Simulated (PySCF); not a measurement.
CH6ClFOSi2. Atoms are numbered in the order given.

```xyz
12

C      2.3688    -0.1760    -0.3149
Si     0.6117     0.1813     0.2235
O      0.5027     0.5563     1.8410
Cl    -0.0583     1.8021    -0.9264
Si    -0.8641    -1.5988    -0.1453
F     -2.3850    -1.1151     0.2023
H      2.7938    -1.0080     0.2698
H      3.0067     0.7114    -0.1699
H      2.4022    -0.4426    -1.3832
H      0.9151     1.3735     2.1484
H     -0.5429    -2.7775     0.7090
H     -0.8197    -2.0061    -1.5788
```

The structure is a stationary point at B3LYP-D3(BJ)/def2-SVP. The structure was generated by enumeration; whether it is a known compound was not checked. Other conformers were not sampled.

These are PBE/pcSseg-1 (PySCF) values and carry that method's errors.

GIAO shieldings, no solvent; atoms listed in one row are averaged. δ = σ(ref) − σ: ¹³C against TMS (σ = 182.0 ppm); ²⁹Si against TMS (σ = 335.4 ppm); ¹⁷O against H2O (σ = 334.3 ppm); ³⁵Cl against HCl (σ = 936.5 ppm); ¹⁹F against CFCl3 (σ = 133.6 ppm); ¹H against TMS (σ = 31.49 ppm), references at their B3LYP-D3(BJ)/def2-TZVP geometries, non-relativistic (without spin–orbit terms, shifts of atoms bonded to Cl or Br come out too high).

Estimate the chemical shifts. (Estimate from the structure and the level; the computed values follow.)


| nucleus | atoms | count | δ (ppm) |
|---|---|---|---|
| ¹³C | C1 | 1 | 9.1 |
| ²⁹Si | Si2 | 1 | 27.5 |
| ²⁹Si | Si5 | 1 | -1.6 |
| ¹⁷O | O3 | 1 | 79.5 |
| ³⁵Cl | Cl4 | 1 | 101.0 |
| ¹⁹F | F6 | 1 | -298.5 |
| ¹H | H11 | 1 | 5.96 |
| ¹H | H12 | 1 | 5.76 |
| ¹H | H10 | 1 | 2.13 |
| ¹H | H7, H8, H9 | 3 | 0.68 |
